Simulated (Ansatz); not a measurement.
Molecular dynamics of CH₆OSiTe

input.yaml

```yaml
crystal:
  periodic: [false, false, false]
  atoms:
    - { symbol: O, position_ang: [-1.691011, 0.58832, -0.854371] }
    - { symbol: Si, position_ang: [-0.525538, 0.877036, 0.296104] }
    - { symbol: C, position_ang: [0.357828, -0.725208, 0.73886] }
    - { symbol: Te, position_ang: [1.126592, -1.693324, -1.047819] }
    - { symbol: H, position_ang: [-1.37909, 0.067598, -1.605307] }
    - { symbol: H, position_ang: [-1.242365, 1.435219, 1.477806] }
    - { symbol: H, position_ang: [0.511403, 1.853073, -0.168109] }
    - { symbol: H, position_ang: [-0.351098, -1.456284, 1.159457] }
    - { symbol: H, position_ang: [1.185141, -0.603487, 1.453058] }
    - { symbol: H, position_ang: [2.091237, -0.394143, -1.44678] }
basis:
  gaussian: { orbitals: def2-SVP }
hamiltonian:
  xc: pbe0
md:
  timestep: 0.25
  n_steps: 500
  ensemble: nvt_langevin
  temperature: 300.0
  initial_velocities: maxwell_boltzmann
  seed: 662345
  friction: 0.5
scf:
  lower_state_search: "off"
```

Launched with:

```bash
$ ansatz run input.yaml --threads 2 --pin off --max-ram 3072MiB --backend cpu --events-out ev --progress --plain --runs-dir out
```

It starts from a relaxed structure.

Output, in part (step lines, the closing report, with atoms numbered from 0):

```
md step     0: t =     0.00 fs  T =   270.0 K  F+E_penalty+E_count = -18341.96280742 eV  E_kin = 0.349002 eV  (15 SCF iters)
md step     1: t =     0.25 fs  T =   216.0 K  F+E_penalty+E_count = -18341.96063542 eV  E_kin = 0.279261 eV  (21 SCF iters)
md step     2: t =     0.50 fs  T =   185.9 K  F+E_penalty+E_count = -18341.95512580 eV  E_kin = 0.240319 eV  (14 SCF iters)
md step     3: t =     0.75 fs  T =   223.9 K  F+E_penalty+E_count = -18341.94676555 eV  E_kin = 0.289363 eV  (14 SCF iters)
md step     4: t =     1.00 fs  T =   230.0 K  F+E_penalty+E_count = -18341.93452446 eV  E_kin = 0.297327 eV  (14 SCF iters)
md step     5: t =     1.25 fs  T =   246.5 K  F+E_penalty+E_count = -18341.92048152 eV  E_kin = 0.318669 eV  (14 SCF iters)
md step     6: t =     1.50 fs  T =   299.7 K  F+E_penalty+E_count = -18341.90410492 eV  E_kin = 0.387427 eV  (14 SCF iters)
md step     7: t =     1.75 fs  T =   402.0 K  F+E_penalty+E_count = -18341.87960807 eV  E_kin = 0.519623 eV  (21 SCF iters)
[... lines left out ...]
md step   497: t =   124.25 fs  T =   345.4 K  F+E_penalty+E_count = -18341.64575414 eV  E_kin = 0.446450 eV  (14 SCF iters)
md step   498: t =   124.50 fs  T =   326.9 K  F+E_penalty+E_count = -18341.65026166 eV  E_kin = 0.422529 eV  (14 SCF iters)
md step   499: t =   124.75 fs  T =   333.8 K  F+E_penalty+E_count = -18341.65573620 eV  E_kin = 0.431412 eV  (14 SCF iters)
md step   500: t =   125.00 fs  T =   356.5 K  F+E_penalty+E_count = -18341.65986307 eV  E_kin = 0.460800 eV  (14 SCF iters)
Total energy: -18341.65988971 eV, -674.0435685231 hartree
Atom 0 at    -1.765165     0.616067    -0.841193 Å, force     0.493015    -0.623538     0.152103 eV/Å
Atom 1 at    -0.586196     0.890998     0.335660 Å, force     0.183098     1.017962    -1.393419 eV/Å
Atom 2 at     0.326544    -0.682517     0.683971 Å, force    -0.566672     0.117670     0.710018 eV/Å
Atom 3 at     1.118416    -1.662672    -1.035070 Å, force     0.091292    -0.458630    -0.645621 eV/Å
Atom 4 at    -1.440267    -0.084511    -1.457666 Å, force    -0.410149     0.698600     0.571454 eV/Å
Atom 5 at    -1.108246     1.458624     1.627607 Å, force    -0.177946    -0.115482    -0.348147 eV/Å
Atom 6 at     0.428345     1.888628    -0.303171 Å, force    -0.503084    -0.516152     0.625466 eV/Å
Atom 7 at    -0.311606    -1.335565     1.336661 Å, force     0.380310    -0.073516    -0.835902 eV/Å
Atom 8 at     1.156192    -0.401948     1.307900 Å, force     0.839440     0.122309     0.598128 eV/Å
Atom 9 at     1.781169    -0.338774    -1.874178 Å, force    -0.329303    -0.169224     0.565919 eV/Å
Dipole moment:     0.227593    -0.196487     0.165916 e Å
```

The steps, from the saved trajectory:

```tsv
time (fs)	T (K)	potential energy less start (eV)
0	270	0.000
4	316	0.148
8	204	0.160
12	269	0.208
16	440	0.256
20	204	0.190
24	299	0.283
28	359	0.248
32	232	0.126
36	202	0.157
40	305	0.107
44	168	0.096
48	382	0.111
52	382	0.172
56	269	0.235
60	264	0.292
64	378	0.163
68	193	0.181
72	202	0.224
76	311	0.262
80	221	0.334
84	426	0.321
88	433	0.222
92	287	0.231
96	373	0.111
100	234	0.159
104	423	0.178
108	164	0.183
112	317	0.245
116	225	0.253
120	292	0.322
124	303	0.324
```

All steps were run. A run of 0.12 ps of so small a system gives no equilibrium averages. The friction is so strong that the motion is overdamped, so the time scale means little.

The same pairs are bonded in the first frame and the last. Pairs count as bonded within 1.25 times the sum of covalent radii (0.12 Å more for H–H).

Last frame:

```xyz
10
Properties=species:S:1:pos:R:3
O -1.765 0.616 -0.841
Si -0.586 0.891 0.336
C 0.327 -0.682 0.684
Te 1.118 -1.663 -1.035
H -1.440 -0.085 -1.458
H -1.108 1.459 1.628
H 0.428 1.889 -0.303
H -0.312 -1.336 1.337
H 1.156 -0.402 1.308
H 1.781 -0.339 -1.874
```

Time of the run: 30 min on 2 threads of Arm Neoverse N1, with other jobs on the host, peak memory 0.25 GiB.
